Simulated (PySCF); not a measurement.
Input for PySCF: R-M06-2X/def2-TZVPPD on N2 (SMILES N#N) with ghost functions.

```python
from pyscf import gto, dft

mol = gto.M(
    atom='''
    N    -0.38463901   -0.10116271   -0.56541468
    N     0.45101972    0.14816541    0.08987410
    ghost-N   -0.43060379   -0.20177426    3.30949930
    ghost-N    0.36422308    0.15477156    3.96604128
    ''',
    basis='def2-tzvppd',
    charge=0, spin=0, verbose=4, max_memory=1800)
mf = dft.RKS(mol, xc='m062x').density_fit(auxbasis='def2-universal-jkfit')
mf.grids.level = 4
mf.conv_tol = 1e-9
mf.max_cycle = 150
mf.kernel()
mf.dip_moment()
```

The log:

```
PySCF version 2.14.0

[INPUT] verbose = 4
[INPUT] num. atoms = 4
[INPUT] num. electrons = 14
[INPUT] charge = 0
[INPUT] spin (= nelec alpha-beta = 2S) = 0
[INPUT] symmetry False subgroup None
[INPUT] Mole.unit = angstrom
[INPUT] Symbol           X                Y                Z      unit          X                Y                Z       unit  Magmom
[INPUT]  1 N     -0.384639010000  -0.101162710000  -0.565414680000 AA   -0.726862385724  -0.191169815919  -1.068478892009 Bohr   0.0
[INPUT]  2 N      0.451019720000   0.148165410000   0.089874100000 AA    0.852303747578   0.279992046034   0.169837434692 Bohr   0.0
[INPUT]  3 GHOST-N  -0.430603790000  -0.201774260000   3.309499300000 AA   -0.813723231300  -0.381298090387   6.254047286440 Bohr   0.0
[INPUT]  4 GHOST-N   0.364223080000   0.154771560000   3.966041280000 AA    0.688281869446   0.292475860272   7.494731817919 Bohr   0.0

nuclear repulsion = 23.7707663598535
number of shells = 52
number of NR pGTOs = 208
number of NR cGTOs = 148
basis = def2-tzvppd
ecp = {}


******** <class 'pyscf.df.df_jk.DFRKS'> ********
method = DFRKS
initial guess = minao
damping factor = 0
level_shift factor = 0
DIIS = <class 'pyscf.scf.diis.CDIIS'>
diis_start_cycle = 1
diis_space = 8
diis_damp = 0
SCF conv_tol = 1e-09
SCF conv_tol_grad = None
SCF max_cycles = 150
direct_scf = False
XC library pyscf.dft.libxc version 7.1.2
    S. Lehtola, C. Steigemann, M. J. T. Oliveira, and M. A. L. Marques,  SoftwareX 7, 1–5 (2018)
XC functionals = m062x
    Y. Zhao and D. G. Truhlar,  Theor. Chem. Acc. 120, 215 (2008)
    Y. Zhao and D. G. Truhlar,  Theor. Chem. Acc. 120, 215 (2008)
radial grids:
    Treutler-Ahlrichs [JCP 102, 346 (1995); DOI:10.1063/1.469408] (M4) radial grids

becke partition: Becke, JCP 88, 2547 (1988); DOI:10.1063/1.454033
pruning grids: <function nwchem_prune>
grids dens level: 4
symmetrized grids: False
atomic radii adjust function: <function treutler_atomic_radii_adjust>
small_rho_cutoff = 0
Set gradient conv threshold to 3.16228e-05
Initial guess from minao.
tot grids = 111504
******** <class 'pyscf.df.df.DF'> ********
auxbasis = def2-universal-jkfit
init E= -109.654639585494
  HOMO = -0.396200523451178  LUMO = -0.0124205205363887  gap/eV = 10.44319
cycle= 1 E= -109.529704056893  delta_E= 0.125  |g|= 0.171  |ddm|=  1.4
  HOMO = -0.537185161512832  LUMO = 0.00636393021796514  gap/eV = 14.79072
cycle= 2 E= -109.535008777348  delta_E= -0.0053  |g|= 0.0844  |ddm|= 0.346
  HOMO = -0.510437931588548  LUMO = 0.0306492426746187  gap/eV = 14.72373
cycle= 3 E= -109.536296183275  delta_E= -0.00129  |g|= 0.00615  |ddm|= 0.0556
  HOMO = -0.512373546189226  LUMO = 0.0302581109399548  gap/eV = 14.76576
cycle= 4 E= -109.536306344779  delta_E= -1.02e-05  |g|= 0.000765  |ddm|= 0.0188
  HOMO = -0.512296514434599  LUMO = 0.0302949724878165  gap/eV = 14.76467
cycle= 5 E= -109.536306463732  delta_E= -1.19e-07  |g|= 0.000377  |ddm|= 0.00135
  HOMO = -0.512328266512515  LUMO = 0.0302796516286169  gap/eV = 14.76511
cycle= 6 E= -109.536306467765  delta_E= -4.03e-09  |g|= 0.00035  |ddm|= 0.000332
  HOMO = -0.512338436475117  LUMO = 0.0302747799451327  gap/eV = 14.76526
cycle= 7 E= -109.536306489988  delta_E= -2.22e-08  |g|= 5.35e-06  |ddm|= 0.000158
  HOMO = -0.512338569011419  LUMO = 0.0302751451356024  gap/eV = 14.76527
cycle= 8 E= -109.536306489997  delta_E= -9.12e-12  |g|= 3.4e-07  |ddm|= 8.14e-06
  HOMO = -0.512338570479994  LUMO = 0.0302751603179296  gap/eV = 14.76527
Extra cycle  E= -109.536306489997  delta_E= 1.99e-13  |g|= 7.67e-08  |ddm|= 1.75e-06
converged SCF energy = -109.536306489997
Dipole moment(X, Y, Z, Debye):  0.00020,  0.00010, -0.00127
```

The run converged.

Cost: about 16 core-seconds (a rough figure).
